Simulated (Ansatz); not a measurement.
[FeNF4]- (FeNF₄⁻), relaxed as a singlet with RKS B3LYP-D4/def2-SVPD in Ansatz, starting from the GFN2-xTB geometry. Force threshold 0.02 eV/Å.

Start:

```
atom   x (Å)   y (Å)   z (Å)
 Fe1   0.068   0.076   0.107
  N2   0.767   0.856   1.213
  F3  -1.424   0.915  -0.373
  F4  -1.064  -1.095   0.821
  F5   1.006  -1.382  -0.288
  F6   0.648   0.630  -1.480
```

(1) Estimate the energy that the relaxation releases and the steps that it takes.

(2) Does the start keep its bonding and symmetry?

(3) Predict the relaxed structure.

## Answers

(1) 0.25 eV, in 5 steps; 23 s on 4 threads of Intel Xeon on a shared host. No frequencies were taken in this run, so the end may be a saddle point.

(2) By distances, no bond broke or formed. The bond that changes most is Fe1–N2, from 1.52 to 1.47 Å (atoms count from 1). Point group C4v at the start, C4v at the end, both within 0.05 Å.

(3) 
```xyz
6

Fe    0.030    0.033    0.047
N     0.703    0.784    1.111
F    -1.449    0.992   -0.334
F    -1.074   -1.102    0.909
F     1.082   -1.401   -0.245
F     0.708    0.694   -1.487
```
Bond lengths: 4 × F–Fe 1.80 Å; 1 × Fe–N 1.47 Å.
